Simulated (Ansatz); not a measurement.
Born–Oppenheimer molecular dynamics of F2H4OSSi (9 atoms, charge 0, multiplicity 1). It starts at the highest image of a converged band. Of that band: Neighbouring images differ by up to 2.1 eV, so the band resolves the path poorly. A vibrational analysis at the climbing image gives 2 clearly imaginary modes (1055i, 112i cm⁻¹): a point of higher order, so a lower path passes nearby.

The calculation used RKS PBE0-D4/def2-SVP (Ansatz).

| Item | Value |
| --- | --- |
| ensemble | NVE (velocity Verlet) |
| time step | 0.5 fs |
| steps asked | 200 |
| starting velocities drawn for | 300 K |
| seed | 9302 |

Frames 5 fs apart, positions in Å.

Velocities at 30 fs (Å/ps):

```
Si -9.10 -0.60 -1.68
H 62.89 14.23 52.43
O -8.58 3.08 8.85
H -7.57 -23.40 0.45
F 4.02 1.49 -4.35
F 0.25 -1.32 -6.44
S 5.15 -1.52 0.31
H 23.74 3.49 -17.61
H 66.53 18.54 64.80
```

```xyz
9
Properties=species:S:1:pos:R:3 time_fs=30 energy_less_start_eV=-1.021 T=1430
Si -0.361 0.063 -0.157
H 0.883 0.177 2.183
O 1.327 -0.238 -0.104
H 1.419 -1.180 -0.367
F -0.389 1.561 -0.776
F -0.735 -1.340 -0.935
S -2.396 0.149 0.714
H -2.634 -1.091 0.226
H 0.107 0.286 2.227
9
Properties=species:S:1:pos:R:3 time_fs=35 energy_less_start_eV=-1.228 T=1658
Si -0.405 0.059 -0.170
H 1.177 0.256 2.444
O 1.271 -0.231 -0.059
H 1.384 -1.132 -0.309
F -0.368 1.565 -0.798
F -0.732 -1.345 -0.971
S -2.366 0.142 0.717
H -2.527 -1.074 0.161
H 0.448 0.382 2.586
9
Properties=species:S:1:pos:R:3 time_fs=40 energy_less_start_eV=-1.397 T=1845
Si -0.443 0.057 -0.192
H 1.462 0.342 2.702
O 1.189 -0.214 -0.004
H 1.404 -1.169 -0.243
F -0.345 1.559 -0.819
F -0.727 -1.344 -1.012
S -2.329 0.134 0.723
H -2.480 -1.079 0.144
H 0.778 0.484 2.985
9
Properties=species:S:1:pos:R:3 time_fs=45 energy_less_start_eV=-1.535 T=1999
Si -0.473 0.057 -0.225
H 1.729 0.430 2.944
O 1.101 -0.203 0.061
H 1.394 -1.065 -0.107
F -0.324 1.544 -0.840
F -0.724 -1.338 -1.060
S -2.292 0.125 0.734
H -2.508 -1.092 0.193
H 1.115 0.587 3.410
9
Properties=species:S:1:pos:R:3 time_fs=50 energy_less_start_eV=-1.667 T=2144
Si -0.497 0.055 -0.270
H 1.938 0.531 3.211
O 1.022 -0.186 0.143
H 1.410 -1.091 0.041
F -0.308 1.527 -0.865
F -0.723 -1.326 -1.115
S -2.258 0.117 0.751
H -2.583 -1.113 0.293
H 1.502 0.677 3.806
9
Properties=species:S:1:pos:R:3 time_fs=55 energy_less_start_eV=-1.834 T=2327
Si -0.518 0.048 -0.325
H 2.138 0.633 3.483
O 0.970 -0.176 0.242
H 1.366 -1.049 0.234
F -0.298 1.512 -0.898
F -0.725 -1.309 -1.179
S -2.233 0.110 0.777
H -2.653 -1.126 0.424
H 1.893 0.764 4.191
9
Properties=species:S:1:pos:R:3 time_fs=60 energy_less_start_eV=-1.917 T=2419
Si -0.532 0.035 -0.382
H 2.312 0.742 3.771
O 0.934 -0.168 0.354
H 1.299 -1.037 0.435
F -0.294 1.504 -0.941
F -0.730 -1.289 -1.253
S -2.218 0.104 0.809
H -2.682 -1.133 0.552
H 2.306 0.844 4.551
9
Properties=species:S:1:pos:R:3 time_fs=65 energy_less_start_eV=-1.893 T=2394
Si -0.533 0.018 -0.427
H 2.485 0.859 4.127
O 0.894 -0.158 0.465
H 1.219 -1.085 0.659
F -0.296 1.498 -0.995
F -0.736 -1.270 -1.341
S -2.209 0.102 0.847
H -2.664 -1.156 0.648
H 2.718 0.914 4.838
9
Properties=species:S:1:pos:R:3 time_fs=70 energy_less_start_eV=-1.854 T=2351
Si -0.519 0.002 -0.450
H 2.667 0.977 4.494
O 0.842 -0.155 0.562
H 1.069 -1.006 0.848
F -0.303 1.488 -1.056
F -0.741 -1.250 -1.439
S -2.204 0.102 0.885
H -2.602 -1.174 0.708
H 3.118 0.983 5.111
9
Properties=species:S:1:pos:R:3 time_fs=75 energy_less_start_eV=-1.777 T=2265
Si -0.498 -0.010 -0.450
H 2.862 1.098 4.896
O 0.774 -0.148 0.632
H 0.929 -1.034 1.072
F -0.312 1.464 -1.121
F -0.742 -1.224 -1.538
S -2.198 0.103 0.920
H -2.527 -1.198 0.739
H 3.504 1.049 5.346
9
Properties=species:S:1:pos:R:3 time_fs=80 energy_less_start_eV=-1.681 T=2158
Si -0.480 -0.019 -0.436
H 3.118 1.214 5.335
O 0.703 -0.151 0.682
H 0.738 -0.922 1.236
F -0.322 1.424 -1.185
F -0.735 -1.182 -1.627
S -2.191 0.102 0.947
H -2.462 -1.210 0.759
H 3.829 1.119 5.545
9
Properties=species:S:1:pos:R:3 time_fs=85 energy_less_start_eV=-1.564 T=2028
Si -0.478 -0.026 -0.424
H 3.386 1.328 5.771
O 0.646 -0.157 0.714
H 0.540 -0.825 1.403
F -0.331 1.368 -1.243
F -0.719 -1.121 -1.692
S -2.182 0.099 0.967
H -2.433 -1.215 0.782
H 4.141 1.192 5.745
```

Of the whole run (100 fs, mean temperature of the second half 2164 K): The conserved energy stayed within 0.22 meV per atom of its start (net change 0.15 meV per atom), so the integration is sound. The kinetic energy rose, since the run started high on the potential surface and went downhill. It ends in pieces (F2H2OSSi + H2), so much of that is their flight and rotation, not heat. A run of 0.1 ps of so small a system gives no equilibrium averages. The orbitals stay closed-shell, which can raise the energy where a bond breaks towards radicals; this wasn't checked here.

Time of the run: 5.7 min on 2 threads of Arm Neoverse V2, with other jobs on the host, peak memory 0.21 GiB.
